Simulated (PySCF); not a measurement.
Compound: C5H9FN3 (charge +1).
Bonds: C1–C2, C2–C3 (aromatic), C3–F4, C3–N5 (aromatic), N5–C6, N5–N7 (aromatic), N7–N8 (aromatic), N8–C9, C2–N8 (aromatic). Hydrogens: H10, H11, H12 on C1; H13, H14, H15 on C6; H16, H17, H18 on C9.

The same species was optimised twice, with GFN2-xTB and with PBE0-D3(BJ)/def2-SVP (PySCF), and the same property calculations (PySCF, gas phase) were run on both structures.

| coordinate | GFN2-xTB | PBE0-D3(BJ)/def2-SVP | change |
| --- | --- | --- | --- |
| N8–C9 (Å) | 1.432 | 1.453 | +0.021 |
| N5–C6 (Å) | 1.435 | 1.455 | +0.020 |
| C3–F4 (Å) | 1.307 | 1.291 | -0.016 |
| C2–N8 (Å) | 1.357 | 1.364 | +0.007 |
| C2–C3 (Å) | 1.385 | 1.378 | -0.007 |
| C1–C2 (Å) | 1.474 | 1.479 | +0.005 |
| N5–N7 (Å) | 1.302 | 1.305 | +0.003 |
| C3–N5 (Å) | 1.352 | 1.354 | +0.002 |
| N7–N8 (Å) | 1.300 | 1.302 | +0.002 |
| N5–N7–N8 (°) | 107.5 | 105.5 | -2.0 |
| C2–N8–N7 (°) | 112.2 | 113.8 | +1.6 |
| C3–N5–N7 (°) | 109.7 | 111.0 | +1.3 |
| C6–N5–N7 (°) | 122.2 | 121.1 | -1.1 |
| N7–N8–C9 (°) | 120.5 | 119.5 | -1.0 |
| C3–C2–N8 (°) | 103.2 | 102.5 | -0.7 |
| C2–N8–C9 (°) | 127.3 | 126.7 | -0.6 |
| C1–C2–N8 (°) | 125.3 | 125.8 | +0.5 |

Rotational constants: A = 2466, B = 1589, C = 984.2 MHz (GFN2-xTB) against A = 2442, B = 1593, C = 982.2 MHz (PBE0-D3(BJ)/def2-SVP).

On the GFN2-xTB structure: HOMO (eV) -12.61 [PBE0/pcSseg-1]; LUMO (eV) -5.94 [PBE0/pcSseg-1]; GIAO shielding of C1 (ppm) 178.2 [PBE0/pcSseg-1]; GIAO shielding of C2 (ppm) 54.4 [PBE0/pcSseg-1]; GIAO shielding of C3 (ppm) 25.7 [PBE0/pcSseg-1]; GIAO shielding of F4 (ppm) 308.8 [PBE0/pcSseg-1]; GIAO shielding of N5 (ppm) 16.1 [PBE0/pcSseg-1]; GIAO shielding of C6 (ppm) 152.5 [PBE0/pcSseg-1]; GIAO shielding of N7 (ppm) -101.9 [PBE0/pcSseg-1]; GIAO shielding of N8 (ppm) -0.8 [PBE0/pcSseg-1].

**Question.** What do these properties become on the PBE0-D3(BJ)/def2-SVP structure?

**Answer.** 
```csv
property,level,on GFN2-xTB,on PBE0-D3(BJ)/def2-SVP,change
HOMO (eV),PBE0/pcSseg-1,-12.61,-12.63,-0.02
LUMO (eV),PBE0/pcSseg-1,-5.94,-5.92,+0.02
"energy, GFN2-xTB geometry as zero (kcal/mol)",PBE0/pcSseg-1,0.0,-1.1,-1.1
GIAO shielding of C1 (ppm),PBE0/pcSseg-1,178.2,176.7,-1.5
GIAO shielding of C2 (ppm),PBE0/pcSseg-1,54.4,54.9,+0.5
GIAO shielding of C3 (ppm),PBE0/pcSseg-1,25.7,27.0,+1.3
GIAO shielding of F4 (ppm),PBE0/pcSseg-1,308.8,313.5,+4.7
GIAO shielding of N5 (ppm),PBE0/pcSseg-1,16.1,14.6,-1.5
GIAO shielding of C6 (ppm),PBE0/pcSseg-1,152.5,149.0,-3.5
GIAO shielding of N7 (ppm),PBE0/pcSseg-1,-101.9,-98.5,+3.4
GIAO shielding of N8 (ppm),PBE0/pcSseg-1,-0.8,-4.9,-4.1
```

The heavy atoms differ by 0.013 Å rms after alignment. Among bonds between heavy atoms N5–C6 and N8–C9 change most and about equally (+0.020 to +0.021 Å). Changes are differences of the printed values. Neither structure is proved a minimum here. Isolated species at its PBE0-D3(BJ)/def2-SVP geometry, gas phase.
